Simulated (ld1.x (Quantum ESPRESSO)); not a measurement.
**u(r) = r·R(r): atom against pseudo-atom (fluorine)**

Columns: radius, all-electron u(r) and pseudo u(r) of the 2s shell (level -29.90 eV) of fluorine in the configuration [He] 2s2 2p5; PBE, scalar-relativistic, RRKJ scheme, ld1.x (Quantum ESPRESSO) 7.5.

```json
{"r (bohr)": "0.068", "all-electron": "0.4328", "pseudo": "-0.1241"}
{"r (bohr)": "0.135", "all-electron": "0.3911", "pseudo": "-0.2271"}
{"r (bohr)": "0.202", "all-electron": "0.1673", "pseudo": "-0.3030"}
{"r (bohr)": "0.270", "all-electron": "-0.1083", "pseudo": "-0.3689"}
{"r (bohr)": "0.338", "all-electron": "-0.3687", "pseudo": "-0.4595"}
{"r (bohr)": "0.405", "all-electron": "-0.5848", "pseudo": "-0.5971"}
{"r (bohr)": "0.473", "all-electron": "-0.7560", "pseudo": "-0.7560"}
{"r (bohr)": "0.540", "all-electron": "-0.8780", "pseudo": "-0.8780"}
{"r (bohr)": "0.608", "all-electron": "-0.9600", "pseudo": "-0.9600"}
{"r (bohr)": "0.675", "all-electron": "-1.0061", "pseudo": "-1.0061"}
{"r (bohr)": "0.742", "all-electron": "-1.0246", "pseudo": "-1.0246"}
{"r (bohr)": "0.810", "all-electron": "-1.0214", "pseudo": "-1.0214"}
{"r (bohr)": "0.878", "all-electron": "-1.0016", "pseudo": "-1.0016"}
{"r (bohr)": "0.945", "all-electron": "-0.9703", "pseudo": "-0.9703"}
{"r (bohr)": "1.013", "all-electron": "-0.9302", "pseudo": "-0.9302"}
{"r (bohr)": "1.080", "all-electron": "-0.8852", "pseudo": "-0.8852"}
{"r (bohr)": "1.148", "all-electron": "-0.8363", "pseudo": "-0.8363"}
{"r (bohr)": "1.215", "all-electron": "-0.7866", "pseudo": "-0.7866"}
{"r (bohr)": "1.283", "all-electron": "-0.7359", "pseudo": "-0.7359"}
{"r (bohr)": "1.350", "all-electron": "-0.6865", "pseudo": "-0.6865"}
{"r (bohr)": "1.418", "all-electron": "-0.6378", "pseudo": "-0.6378"}
{"r (bohr)": "1.485", "all-electron": "-0.5916", "pseudo": "-0.5916"}
{"r (bohr)": "1.553", "all-electron": "-0.5468", "pseudo": "-0.5468"}
{"r (bohr)": "1.620", "all-electron": "-0.5051", "pseudo": "-0.5051"}
{"r (bohr)": "1.688", "all-electron": "-0.4651", "pseudo": "-0.4651"}
{"r (bohr)": "1.755", "all-electron": "-0.4282", "pseudo": "-0.4282"}
```

(1) How many radial nodes do the two functions have?

(2) At about which radius was the pseudo-wave matched?

(3) Is the pseudo-wave norm-conserving?

## Answers

(1) The all-electron 2s function has n − l − 1 = 1; the pseudo-wave has 0, since the states of the same l below it are removed with the core.

(2) 0.50 bohr, where the columns begin to agree (steps of 0.07 bohr).

(3) Yes: the RRKJ scheme keeps the norm inside the radius equal to the all-electron one, which fixes the energy derivative of the logarithmic derivative at the level.
